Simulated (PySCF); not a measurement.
WO2(OtBu)2, C8H18O4W (singlet state).
Geometry (PBE0-D3(BJ)/def2-SVP, Å), atoms numbered from 1 in this order:
```
atom  x, y, z in Å
W1     0.4120   -0.0106    0.8085
O2    -0.0265    0.0398    2.4627
O3     2.1234   -0.0644    0.7672
O4    -0.2027    1.5180   -0.0598
C5    -0.0911    2.9456   -0.1090
C6     1.2864    3.2889   -0.6581
C7    -1.1973    3.4212   -1.0400
C8    -0.2818    3.4896    1.3004
H9     1.4140    4.3792   -0.7282
H10    2.0771    2.8887   -0.0055
H11    1.4167    2.8583   -1.6619
H12   -1.0753    2.9734   -2.0368
H13   -1.1728    4.5161   -1.1419
H14   -2.1806    3.1274   -0.6449
H15    0.5092    3.1250    1.9738
H16   -1.2530    3.1737    1.7085
H17   -0.2461    4.5891    1.2962
O18   -0.3068   -1.5272   -0.0048
C19   -0.1513   -2.9460   -0.1251
C20    0.1381   -3.5172    1.2576
C21   -1.4691   -3.4707   -0.6761
C22    1.0019   -3.2054   -1.0852
H23    0.2149   -4.6135    1.2144
H24    1.0885   -3.1237    1.6515
H25   -0.6652   -3.2523    1.9613
H26   -2.2918   -3.2360    0.0147
H27   -1.4247   -4.5612   -0.8131
H28   -1.6884   -3.0046   -1.6477
H29    1.9327   -2.7644   -0.6975
H30    0.7881   -2.7618   -2.0688
H31    1.1602   -4.2858   -1.2189
```

Method used: PySCF 2.14.0, PBE0-D3(BJ)/def2-SVP geometry optimisation, gas phase, def2 core potentials past Kr.

(1) Which atoms are bound to W1, and at what distances?

(2) List the angles at W1.

(3) What is the shape at W1?

(4) What are the other bond lengths?

(5) Give some angles away from the centre.

(6) What are the rotational constants (commonest isotopes, rigid rotor)?

Answers

(1) 4 atoms: O2 1.712 Å, O3 1.713 Å, O4 1.862 Å, O18 1.865 Å. The nearest atom not counted as bound is C19, at 3.13 Å (others tie with it).

(2) 
```tsv
angle	degrees	distance of the outer atoms (Å)
O3–W1–O18	110.4	2.94
O2–W1–O18	110.3	2.94
O3–W1–O4	110.1	2.93
O2–W1–O4	110.0	2.93
O4–W1–O18	109.7	3.05
O2–W1–O3	106.3	2.74
```

(3) Tetrahedral: angles from 106.3° to 110.4°; τ4 = (360° − α − β)/141° = 0.99 with α and β the two widest (0 for a square, 1 for a tetrahedron). The W–O distances aren't all alike: 1.712 to 1.865 Å.

(4) O4–C5, O18–C19 1.433 Å; C5–C6 and 5 like bonds 1.523 Å. (A selection.)

(5) W1–O4–C5 143.9°, O4–C5–C6 107.9°, O4–C5–C7 106.0°, C6–C5–C7 111.5°.

(6) A = 1143, B = 332.7, C = 312.1 MHz: a near-prolate asymmetric top.

Point group: C1 (no symmetry element, even within 0.4 Å). Charge 0, singlet. PBE0-D3(BJ)/def2-SVP frequencies: not computed here.
